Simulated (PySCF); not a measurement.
**The third ionisation energy along group 4**

Calculated with PySCF 2.14 from differences of total energies of unrestricted determinants, without spin-orbit coupling. Values in eV. The last column holds reference values (NIST; (s) semi-empirical, (t) theoretical, else measured). Unmarked ones compare directly (S terms, centres of terms, or small fine structure); those marked * lie between the lowest fine-structure levels and include a spin-orbit shift.

| element | configurations | UHF | LDA | r2SCAN | MP2 (valence) | MP2 (valence and next inner shell) | CCSD(T) (valence and next inner shell) | reference |
| --- | --- | --- | --- | --- | --- | --- | --- | --- |
| Ti (def2-TZVPPD, non-relativistic) | [Ar] 3d2 → [Ar] 3d1 | 26.752 | 28.160 | 28.052 | 26.868 | 27.272 | 27.249 | 27.492 * |
| Zr (def2-TZVPPD with the def2 core potential (28 electrons), ECP) | [Kr] 4d2 → [Kr] 4d1 | 22.405 | 23.334 | 23.274 | 22.493 | 22.792 | 22.831 | 23.170 (s) * |
| Hf (def2-TZVPPD with the def2 core potential (60 electrons), ECP) | [Xe] 4f14 5d2 → [Xe] 4f14 5d1 | 21.453 | 22.480 | 22.390 | 21.541 | 21.848 | 21.881 | 22.55 ± 0.04 (t) * |

"Valence" correlates the outer s and p shells and, in groups 3 to 12 and the f block, the outer d or f shell, open or full, or the next shell where the ion has no valence electron left; the wider scheme adds the next inner shell.
